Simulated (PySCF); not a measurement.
Species: [VO4]3- (charge -3 and singlet state).
Bonds: V1–O2, V1–O3, V1–O4, V1–O5.

Method used: PySCF 2.14.0, PBE0-D3(BJ)/def2-SVP geometry optimisation, gas phase.

(1) How far are the bound atoms from V1?

(2) What is the shape at V1?

(3) What are the rotational constants (commonest isotopes, rigid rotor)?

Answers

(1) 4 atoms: O3 1.713 Å, O2 1.714 Å, O5 1.714 Å, O4 1.714 Å.

(2) Tetrahedral: angles from 109.4° to 109.5°; τ4 = (360° − α − β)/141° = 1.00 with α and β the two widest (0 for a square, 1 for a tetrahedron).

(3) A = 4037, B = 4036, C = 4032 MHz: a spherical top.

Point group: Td (tolerance 0.08 Å). Charge -3, singlet. Whether so highly charged an anion holds all its electrons in the gas phase wasn't checked; a finite basis holds them in any case. The ion is multiply charged and computed without counter-ions or solvent. The geometry's basis has no diffuse functions, a weakness for an anion. Whether it is a minimum is left open (no frequencies).
